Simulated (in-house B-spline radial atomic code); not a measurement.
## Ionising neutral bromine with different functionals

Computed with an all-electron radial atomic-structure program (B-spline basis): four-component Dirac-Coulomb Hamiltonian, Fermi nucleus of rms radius 4.1629 fm, spin-restricted, spherical fractional occupations for the functionals. The ionisation energy is the difference of two self-consistent energies, [Ar] 3d10 4s2 4p5 → [Ar] 3d10 4s2 4p4, without Breit or QED terms; ε is the level of the shell that loses the electron (mean over j). The electron is taken from both j subshells in proportion to 2j + 1, so the result is a j average, not the step between ground levels.

Hybrids are left out here: with spherical fractional occupations of an open shell their exact exchange keeps a self-interaction that integer-occupation calculations don't have.

| method | rung | ΔSCF (eV) | -ε(4p) (eV) |
| --- | --- | --- | --- |
| LDA VWN5 | LDA | 12.71 | 8.01 |
| relativistic LDA | LDA | 12.71 | 8.01 |
| LDA PW92 | LDA | 12.71 | 8.01 |
| LDA exchange-only | LDA | 11.44 | 6.81 |
| PBE | GGA | 12.56 | 7.86 |
| PBEsol | GGA | 12.56 | 7.86 |
| BLYP | GGA | 12.41 | 7.71 |
| RPBE | GGA | 12.53 | 7.83 |
| PW91 | GGA | 12.62 | 7.91 |
| BP86 | GGA | 12.67 | 7.97 |
| AM05 | GGA | 12.53 | 7.83 |
| OLYP | GGA | 12.48 | 7.76 |

Question: How do they compare with the NIST value?

Answer: NIST lists 11.814 eV (measured, ground level to ground level). Errors run from -0.37 to +0.90 eV. The correlated functionals all miss on the same side by more than they spread, so the cause is common to them (Breit-QED terms, spin polarisation, the choice among j levels, multiplet and fine-structure energies, or a listed next ion that isn't the cheapest removal here) and closeness doesn't rank the functionals.
